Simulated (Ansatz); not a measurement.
F2GeH (`[F][GeH][F]`) radical, relaxed with UKS PBE-D4/def2-SVP in Ansatz from a rough embedded geometry. The force threshold is 0.03 eV/Å; the program also tests the step.

Total charge 0; spin multiplicity 2.

Start:

```xyz
4

F     0.522   -1.121   -1.092
Ge   -0.388   -0.093   -0.010
F     0.326   -0.163    1.612
H    -0.460    1.378   -0.510
```

Question: How much energy does the relaxation release, and in how many steps? (Best estimate.)

Answer: Computed: 0.09 eV, in 5 steps.

Question: Which bonds change most? (An estimate is asked.)

Answer: The calculation gave: Ge2–H4 from 1.556 to 1.591 Å; Ge2–F3 from 1.774 to 1.760 Å; F1–Ge2 from 1.748 to 1.760 Å.

Question: Give the relaxed structure. (Estimate.)

Answer: Ansatz gave: 
```xyz
4

F     0.548   -1.078   -1.055
Ge   -0.486   -0.132    0.010
F     0.353   -0.160    1.557
H    -0.415    1.369   -0.511
```
